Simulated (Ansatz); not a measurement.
System: sum formula SiH5S, net charge 1, singlet state. It need not be the lowest isomer of its formula. 
Geometry from a B3LYP-D3(BJ)/def2-TZVP (Ansatz, an electronic-structure program) optimisation:
```xyz
7

Si    -1.0920    -0.4158     0.1744
S      1.0274     0.4223    -0.2609
H     -1.0249    -0.8447     1.5761
H     -1.8892     0.7842    -0.1041
H     -1.1430    -1.4813    -0.8331
H      1.7492    -0.5963     0.2576
H      1.1571     1.2016     0.8361
```
Charge +1, spin multiplicity 1.

Parts of the frozen-core correlation energy in STO-3G (Ansatz, hartree). Frozen orbitals: 10; correlated occupied orbitals by spin: 7 and 7; virtual: 6 and 6. No spin-orbit coupling. Non-relativistic.

```csv
term,value
reference (HF),-681.50726
MP2 opposite-spin,-0.07317
MP2 same-spin,(withheld)
CCSD correlation,(withheld)
(T),(withheld)
FCI minus CCSD(T),-0.00029
T1 diagnostic,0.007
largest doubles amplitude,0.081
```

Task: Some entries are withheld; supply them.

Result: 
- MP2 same-spin, value: -0.00266
- CCSD correlation, value: -0.11042
- (T), value: -0.00072
